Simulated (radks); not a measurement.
Task: These are the eigenvalues of the occupied orbitals of an atom or ion with whole-number occupations (hartree). Calculated with a radial shooting solver on a logarithmic mesh with Libxc functionals: scalar-relativistic Kohn-Sham, PBE, spin-unpolarised, spherical densities, finite nucleus; Fermi nuclear charge, rms radius of each element as measured or else 0.836 A^(1/3) + 0.57 fm.

| orbital | eigenvalue |
|---|---|
| 1s | -1122.439 |
| 2s | -216.3278 |
| 2p | -200.2492 |
| 3s | -77.25548 |
| 3p | -72.11898 |
| 4s | -38.37047 |

Which element is it, and in what charge state? The configuration may be excited.

Result: Z = 50, tin, charge +30: Sn30+ in [Ar] 4s2. The list shows which subshells hold electrons but not how many an open one holds; the 1s level, -1122.4 hartree, gives Z - s = 47.4 by -(Z - s)^2/2, which with screening and relativity narrows Z to a few neighbours, and the depths of the outer levels then fix element, charge and occupations together.
